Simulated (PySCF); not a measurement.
**Electron affinity of Ni by level of theory**

Ni- [Ar] 3d9 4s2 (2D) → Ni [Ar] 3d8 4s2 (3F), as a difference of total energies. Calculation: PySCF 2.14, in aug-cc-pwCVTZ-DK; the spin-free X2C one-electron Hamiltonian (Gaussian nucleus). Correlated levels: valence: [Ar] frozen; valence and next inner shell: [Ne] frozen; nothing frozen. The calculations carry no spin-orbit coupling.

```
                                method  electron affinity (eV)  plus first-order spin-orbit estimate  error of that sum (eV)
                                   UHF                  -1.800                                -1.853                  -3.010
                                   LDA                   2.358                                 2.305                  +1.148
                                   PBE                   1.813                                 1.760                  +0.603
                                  PBE0                   1.038                                 0.985                  -0.172
                                r2SCAN                   1.019                                 0.966                  -0.191
                                  TPSS                   1.460                                 1.408                  +0.251
                                  BLYP                   1.710                                 1.657                  +0.500
                                  PW91                   1.865                                 1.812                  +0.655
                         MP2 (valence)                   1.292                                 1.239                  +0.082
                     SCS-MP2 (valence)                   0.982                                 0.929                  -0.228
    MP2 (valence and next inner shell)                   1.909                                 1.856                  +0.699
SCS-MP2 (valence and next inner shell)                   1.440                                 1.387                  +0.230
                   MP2 (all electrons)                   1.927                                 1.874                  +0.717
               SCS-MP2 (all electrons)                   1.449                                 1.396                  +0.239
```

Reference: 1.157 eV (measured; photodetachment measurements, as compiled on the Wikipedia data page of electron affinities).

A first-order spin-orbit estimate (lowest level to lowest level, LS coupling) adds -0.053 eV.

Errors of the correlated levels include the incompleteness of this basis and the frozen core.

A negative affinity means that the anion lies above the atom at that level of theory.

In the anion the highest occupied orbital energy is positive at LDA, PBE, PBE0, r2SCAN, TPSS, BLYP, PW91, a self-interaction effect; the basis confines that electron, and the energy difference can still be sensible.
